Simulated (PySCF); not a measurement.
W(CH)(OH)3, CH4O3W (singlet state).
Bonds: W1–C2, W1–O4, W1–O6, W1–O8. Hydrogens: H3 on C2; H5 on O4; H7 on O6; H9 on O8.

Computed by this run: PBE0-D3(BJ)/def2-SVP geometry optimisation, gas phase, def2 core potentials past Kr in PySCF 2.14.0; density fitting, grid level 1; the optimiser is geomeTRIC in internal coordinates, started from a GFN2-xTB structure with every atom displaced at random (about 0.03 Å).

Step 2: E = -9057.4648 eV
```
atom  x, y, z in Å  |  force x, y, z in eV/Å
W1      0.0116    0.0007   -0.3681    0.574  -1.573   2.475
C2      0.0287    0.0133    1.4132   -0.052   0.028  -1.618
H3      0.0379    0.0069    2.5082    0.001   0.023  -0.083
O4      1.7565    0.4330   -0.8971    0.597   0.144  -0.275
H5      2.5290    0.6135   -0.3509   -0.126  -0.019   0.014
O6     -1.2213    1.2715   -0.8767   -1.036   1.146  -0.408
H7     -1.7358    1.8425   -0.2982   -0.028   0.008  -0.018
O8     -0.5170   -1.7576   -0.8575    0.122   0.450  -0.403
H9     -0.7569   -2.4934   -0.2987   -0.053  -0.207   0.317
```

Step 3: E = -9057.5436 eV
```
atom  x, y, z in Å  |  force x, y, z in eV/Å
W1      0.0162   -0.0108   -0.3556   -0.149  -0.126   0.366
C2      0.0324    0.0032    1.3957   -0.019   0.000  -0.265
H3      0.0410    0.0016    2.4899    0.004   0.013  -0.048
O4      1.7735    0.4256   -0.8949    0.118  -0.012  -0.111
H5      2.5411    0.6051   -0.3431   -0.090  -0.011   0.048
O6     -1.2491    1.2984   -0.8784    0.035   0.007  -0.010
H7     -1.7641    1.8688   -0.2996    0.031  -0.048   0.035
O8     -0.5105   -1.7638   -0.8539    0.083   0.263  -0.206
H9     -0.7478   -2.4977   -0.2858   -0.014  -0.088   0.191
```

Step 4: E = -9057.5495 eV
```
atom  x, y, z in Å  |  force x, y, z in eV/Å
W1      0.0126   -0.0127   -0.3603    0.143   0.084  -0.158
C2      0.0272    0.0034    1.3810   -0.001  -0.018   0.218
H3      0.0356    0.0078    2.4735    0.002   0.008   0.012
O4      1.7764    0.4201   -0.9005   -0.041  -0.043  -0.082
H5      2.5303    0.5980   -0.3319   -0.011   0.007   0.073
O6     -1.2475    1.2986   -0.8743   -0.061   0.081  -0.056
H7     -1.7572    1.8586   -0.2817    0.002  -0.012   0.035
O8     -0.5084   -1.7581   -0.8600   -0.067  -0.181  -0.042
H9     -0.7365   -2.4852   -0.2715    0.034   0.075  -0.001
```

Task: Estimate the geometry and energy of step 5. (The exact step hangs on the optimiser's Hessian estimate; all steps are aligned on step 4, rigid shifts and turns removed.)

Result: E = -9057.5530 eV, largest force 0.128 eV/Å
```
atom  x, y, z in Å  |  force x, y, z in eV/Å
W1      0.0126   -0.0118   -0.3684   -0.058   0.091  -0.070
C2      0.0280    0.0028    1.3750    0.009  -0.012   0.094
H3      0.0369    0.0108    2.4676    0.001   0.002   0.007
O4      1.7759    0.4133   -0.9061    0.084   0.000  -0.024
H5      2.5160    0.5905   -0.3175   -0.028  -0.001   0.007
O6     -1.2499    1.3061   -0.8773    0.011   0.004  -0.010
H7     -1.7552    1.8558   -0.2710    0.006  -0.011   0.015
O8     -0.5073   -1.7604   -0.8668   -0.046  -0.118  -0.005
H9     -0.7242   -2.4766   -0.2612    0.019   0.045  -0.013
```

The energy changes by -0.0035 eV. The first-order estimate −F·Δx gives -0.0050 eV and the mean of the old and new forces, exact on a quadratic surface, -0.0033 eV. The step makes an angle of 71° with the force vector and moves no atom by more than 0.022 Å.

What follows is the cost of the whole optimisation. On AMD EPYC 7R43, one thread, shared host, this took 46 s and 0.42 GiB of memory at its peak.
